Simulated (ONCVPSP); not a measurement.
## Logarithmic derivatives: Sb (Z = 51), ONCV

| Quantity | Value |
| --- | --- |
| Element | antimony (Sb) |
| Generator | ONCVPSP 4.0.1 |
| Type | optimised norm-conserving Vanderbilt (ONCV) |
| Functional | PBE |
| Relativity | scalar-relativistic |
| Frozen core | [Kr] |
| Valence charge | 15 |
| Reference configuration | 4d10 5s1.75 5p3.25 |
| Partial waves | 5s: rc 1.80 bohr, ncon 3, nbas 8, qcut 3.1 1/bohr, 2 projectors, debl 2.9 Ha; 5p: rc 1.70 bohr, ncon 3, nbas 8, qcut 4.5 1/bohr, 2 projectors, debl 1.9 Ha; 4d: rc 1.40 bohr, ncon 3, nbas 7, qcut 12.1 1/bohr, 2 projectors, debl 2.5 Ha |
| Local potential | polynomial inside 1.40 bohr (lpopt 5, dvloc0 0 Ha) |
| Core correction | polynomial model core, fcfact 0.4 |

The phase is arctan(r·R′/R) of the radial function R(r), unwrapped; energies in Ha, scanned from -3 to 5 Ha. A pole is an energy at which the radial function vanishes at the test radius. The pseudo phase is shifted by a multiple of π to meet the all-electron one at the reference energy, and phase errors are pseudo minus all-electron; the curves can meet again beyond the range given. Levels narrower than the energy grid can be missing from the lists of poles. Where the grid stepped over a known ghost or core level, its pole and its step of π were put in at the level’s energy.

A narrow feature of the pseudo curve, probably an extra level, lies near 0.04 Ha in the s channel; the grid steps over it, so the window and error are not given (n/a).

Problem. For each channel, where are the poles, and over which energies does the pseudopotential scatter like the atom?

Solution.

```json
{"channel": "s", "radius (bohr)": "1.83", "reference energy (Ha)": "-0.48", "poles, all-electron": "2.42", "poles, pseudo": "2.42", "unbroken range about the reference energy with phases within 0.05 rad": "n/a", "phase error 1 Ha above the reference energy (rad)": "n/a"}
{"channel": "p", "radius (bohr)": "1.72", "reference energy (Ha)": "-0.18", "poles, all-electron": "4.43", "poles, pseudo": "-2.87, -2.80, 4.40", "unbroken range about the reference energy with phases within 0.05 rad": "above -2.4", "phase error 1 Ha above the reference energy (rad)": "-0.001"}
{"channel": "d", "radius (bohr)": "1.42", "reference energy (Ha)": "-1.24", "poles, all-electron": "-0.22", "poles, pseudo": "-0.22", "unbroken range about the reference energy with phases within 0.05 rad": "the whole range", "phase error 1 Ha above the reference energy (rad)": "-0.000"}
```

Note: ghosts flagged at negative energy: p at -78.1 eV; GHOST(+) flagged for s at 1.95 eV. A true bound ghost makes a file unfit for plane-wave use.

Phases in the p channel:

```csv
E (Ha),all-electron,pseudo
-2.98,1.345,5.863
-2.54,1.280,1.358
-2.10,1.216,1.240
-1.66,1.137,1.147
-1.22,1.024,1.028
-0.78,0.841,0.842
-0.34,0.510,0.510
0.10,-0.053,-0.054
0.54,-0.640,-0.641
0.98,-0.997,-0.998
1.42,-1.192,-1.193
1.86,-1.309,-1.309
2.30,-1.386,-1.386
2.74,-1.441,-1.441
3.18,-1.484,-1.484
3.62,-1.518,-1.518
4.06,-1.548,-1.549
4.50,-1.575,-1.577
4.94,-1.600,-1.605
```
